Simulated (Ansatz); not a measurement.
Consider the formal exchange of groups at the Si–C bond: `C=C=C[SiH2][SiH3]` + `OCO` → `O[SiH2][SiH3]` + `C=C=CCO`.

Program: Ansatz. Geometries: PBE0-D4/def2-TZVP. ΔE: electronic, gas phase. CBS: MP2 limit from def2 TZ/QZ plus the TZ coupled-cluster correction, frozen cores. This one scheme is used for every species. Each species was taken in one conformer, which may not be the lowest.

```
            species  CCSD(T)/CBS(def2) energy (Eh)
`C=C=C[SiH2][SiH3]`                     -697.05898
              `OCO`                     -190.79619
    `O[SiH2][SiH3]`                     -656.96789
          `C=C=CCO`                     -230.92015
```

Q: Work out ΔE.

A: ΔE = (-656.96789) + (-230.92015) − (-697.05898) − (-190.79619) = -0.03287 Eh = -86.3 kJ/mol.

Largest T1 diagnostic among the species: 0.013.

In def2-TZVPP, CCSD(T) changes the Hartree–Fock value by +7.0 kJ/mol (the triples alone add +2.1 kJ/mol) and MP2 by +4.2 kJ/mol.
